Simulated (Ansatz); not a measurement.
```yaml
crystal:
  periodic: [false, false, false]
  atoms:
    - {symbol: Ca, position_ang: [1.385600, 0.552400, 2.132063]}
    - {symbol: Ca, position_ang: [-3.326793, 1.159320, -1.177290]}
    - {symbol: Ca, position_ang: [0.851945, -2.339236, 0.695089]}
    - {symbol: Ca, position_ang: [0.270788, 0.865549, -1.823829]}
    - {symbol: Te, position_ang: [2.700594, -0.223754, -0.519898]}
    - {symbol: Te, position_ang: [1.431836, -1.982953, 3.490596]}
    - {symbol: Te, position_ang: [-1.919290, 2.023347, -3.453257]}
    - {symbol: Te, position_ang: [-1.394681, -0.054673, 0.656527]}
basis:
  gaussian: {orbitals: def2-TZVP, initial_orbitals: start.molden}
hamiltonian: {xc: {name: wB97X-V}}
scf: {omitted_lower_state_checks: [starts]}
output: {orbitals: {seedname: orbitals}}
```

The file start.molden holds the orbitals of an earlier run on this structure, at another level or in another basis.

```sh
$ ansatz run in.yaml --threads 4 --pin off --events-out ev --progress --plain --max-ram 4787MiB
```

**Question.** Does this run fit into the memory that it is given?

**Answer.** No. It has 344 basis functions, and Ansatz plans for 7 GiB where 5 GiB are given.
